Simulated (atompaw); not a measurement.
Reading a pseudo-wave (Ti (Z = 22))

Columns: radius, all-electron u(r) and pseudo u(r) of the 4s shell (level -4.59 eV) of titanium in the configuration [Ar] 3d2 4s2 4p0; LDA (PW92), scalar-relativistic, PAW (atompaw) scheme, atompaw 4.2.0.5.

```tsv
r (bohr)	all-electron	pseudo
0.115	0.0520	0.0335
0.231	0.1584	0.0672
0.346	0.0585	0.1005
0.462	-0.0926	0.1339
0.577	-0.2064	0.1668
0.692	-0.2605	0.1995
0.808	-0.2596	0.2320
0.923	-0.2179	0.2637
1.038	-0.1505	0.2948
1.154	-0.0683	0.3255
1.269	0.0181	0.3550
1.385	0.1046	0.3838
1.500	0.1855	0.4112
1.615	0.2596	0.4372
1.731	0.3263	0.4619
1.846	0.3840	0.4847
1.962	0.4336	0.5059
2.077	0.4749	0.5248
2.192	0.5087	0.5416
2.308	0.5358	0.5561
2.423	0.5564	0.5680
2.538	0.5714	0.5774
2.654	0.5815	0.5841
2.769	0.5871	0.5879
2.885	0.5888	0.5889
3.000	0.5871	0.5871
```

Q: How many radial nodes do the two functions have?

A: The all-electron 4s function has n − l − 1 = 3 (the table is too coarse to show those close to the nucleus); the pseudo-wave has 0, since the states of the same l below it are removed with the core.

Q: Where does each function peak?

A: Outermost all-electron maximum near 2.88 bohr, pseudo maximum near 2.88 bohr (to the table’s step).

Q: Is the pseudo-wave norm-conserving?

A: No, it belongs to a PAW set: the norm inside the radius is not constrained, and the difference is carried by the augmentation charge.
